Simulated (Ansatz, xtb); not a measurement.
## Relative energy of two isomers of C2H8N2Si2

We compare a, `CN([SiH3])[SiH2]C#N`, a singlet, with b, `C[SiH2]N[SiH2]C#N`, a singlet. Both are isolated molecules in the gas phase, relaxed with B3LYP/def2-SVP; each stands in its lowest conformer found.

**Question.** Estimate which is lower in electronic energy at CCSD(T)/def2-SVP + ΔMP2/def2-TZVPP, and by roughly how much.

**Answer.** The CCSD(T)/def2-SVP + ΔMP2/def2-TZVPP calculation puts structure b lower, by 0.845 eV.

How the difference moves with the method:

```tsv
level	geometry	E(b) − E(a) (eV)	departure from the last row (eV)	job, with rough time for the two
B3LYP/def2-SVP	B3LYP/def2-SVP	−0.764	+0.081	optimisation, 3.5 min
HF/def2-SVP	B3LYP/def2-SVP	−0.774	+0.071	part of the CCSD(T) run
MP2/def2-SVP	B3LYP/def2-SVP	−0.742	+0.103	part of the CCSD(T) run
CCSD(T)/def2-SVP	B3LYP/def2-SVP	−0.688	+0.157	single point
CCSD(T)/def2-SVP + ΔMP2/def2-TZVPP	B3LYP/def2-SVP	−0.845		single point, 84 s
```

As drawn, b has 1 C–Si, 1 N–H in place of 1 C–N, 1 Si–H.

The levels shown agree on the order. The largest departure from CCSD(T)/def2-SVP + ΔMP2/def2-TZVPP is that of CCSD(T)/def2-SVP, 0.157 eV. Levels run at GFN2-xTB geometries aren't shown. The last row adds to CCSD(T) the change of the MP2 difference between the two basis sets, here −0.157 eV, a large step that makes the value less sure.

With thermal terms from frequencies at re-optimised GFN2-xTB minima (ideal gas, soft modes damped towards free rotors, one conformer each, 298.15 K, 1 atm): on the last row, ΔE + ΔZPE = −0.812, ΔH = −0.805, ΔG = −0.820 eV.

The correlated steps freeze 14 core orbitals. Codes used: Ansatz 0.2.0, xtb 6.7.1; the last row on 2 threads of Arm Neoverse V2 on a shared host.
